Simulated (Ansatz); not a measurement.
`[OH][Ti]([Cl])([Cl])[Cl]` + NH₃ → `[NH2][Ti]([OH])([Cl])[Cl]` + HCl at 600 K and 1 bar (ligand exchange at a Ti–Cl bond).

Gas-phase electronic energies from Ansatz, PBE0-D4/def2-TZVP geometries. CBS: MP2 limit from def2 TZ/QZ plus the TZ coupled-cluster correction, frozen cores. This one scheme is used for every species. For Ti outer-core shells are correlated without core-valence functions, which leaves a few kJ/mol of doubt a bond. Scalar relativity is left out up to krypton. Each species was taken in one conformer, which may not be the lowest.

```tsv
species	CCSD(T)/CBS energy (Eh)	H − E (kJ/mol)	S (J/(mol·K))
`[OH][Ti]([Cl])([Cl])[Cl]`	-2304.28409	102.0	464.6
NH₃	-56.50880	112.4	219.5
`[NH2][Ti]([OH])([Cl])[Cl]`	-1900.38547	171.9	481.7
HCl	-460.38127	35.4	207.2
```

H − E and S are ideal-gas, rigid-rotor, harmonic terms from PBE0-D4/def2-TZVP, for one conformer and one mirror image of each species. 1 Eh = 2625.50 kJ/mol, R = 8.31446 J/(mol·K).

Task: By hand: ΔE, ΔH, ΔS and ΔG.

Result: ΔE = (-1900.38547) + (-460.38127) − (-2304.28409) − (-56.50880) = 0.02615 Eh = 68.7 kJ/mol. Δ(H − E) = 171.9 + 35.4 − 102.0 − 112.4 = -7.1, so ΔH = 61.6 kJ/mol. ΔS = 481.7 + 207.2 − 464.6 − 219.5 = 4.8 J/(mol·K). ΔG = 61.6 − 600 × (4.8)/1000 = 58.7 kJ/mol.

Task: By hand: the equilibrium constant, and the temperature at which ΔG would vanish if ΔH and ΔS stayed fixed.

Result: log₁₀ K = −ΔG/(RT ln 10) = -5.1. ΔG = 0 at ΔH/ΔS = 12833 K, far beyond where these terms or the molecules hold.

The number of gas molecules stays the same, so ΔS is small and ΔH decides. A doubt of 5 kJ/mol in ΔE shifts log₁₀ K by 0.4 here. Other conformers and mirror images would add mixing entropy, several J/(mol·K) or more a flexible species. These are equilibria of isolated gas molecules and say nothing of rates. Largest T1 diagnostic: 0.024 (customary marks: 0.02 for closed shells, 0.045 for open ones).
